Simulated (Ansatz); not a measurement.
System: SiCl, charge 0, doublet. SiCl (SMILES [Si]Cl, doublet).
B3LYP-D3(BJ)/def2-TZVP minimum from Ansatz (an electronic-structure program):
```
Si
Cl 1 2.0838
```
Charge 0, spin multiplicity 2.

Quantity: atomisation energy (electronic, to ground-state atoms), in kcal/mol. Open shells are spin-unrestricted; no spin-orbit coupling. CBS(X,Y): correlation extrapolated as X^-3, Hartree-Fock from the larger set (Q,5: extrapolated as (X+1)exp(-9√X)). A bracket is a step between two methods taken in the basis named. Functionals run without relativity, which enters their misses. 'core' is core correlation in cc-pwCVTZ (1s frozen past Ne), 'X2C' scalar relativity in cc-pVTZ-DK, both at CCSD(T).

CCSD(T)/CBS(cc-pV(Q+d)Z,cc-pV(5+d)Z) + [CCSDT(Q) - CCSD(T)]/cc-pV(Q+d)Z + [CCSDTQ - CCSDT(Q)]/cc-pV(D+d)Z + core + X2C (Ansatz) gives 103.0 kcal/mol.

Question: What does PBE/def2-TZVPD (Ansatz) give here, and how do the other levels compare?

Answer: PBE gives 106.2 kcal/mol, 3.2 kcal/mol above it. Differences of the others: r2SCAN/def2-TZVPD (Ansatz) 0.8; PBE0/def2-TZVPD (Ansatz) -0.3; CCSD(T)/CBS(cc-pV(Q+d)Z,cc-pV(5+d)Z) + core + X2C (Ansatz) -0.1 kcal/mol. Nearer than PBE: r2SCAN/def2-TZVPD, PBE0/def2-TZVPD, CCSD(T)/CBS(cc-pV(Q+d)Z,cc-pV(5+d)Z) + core + X2C.
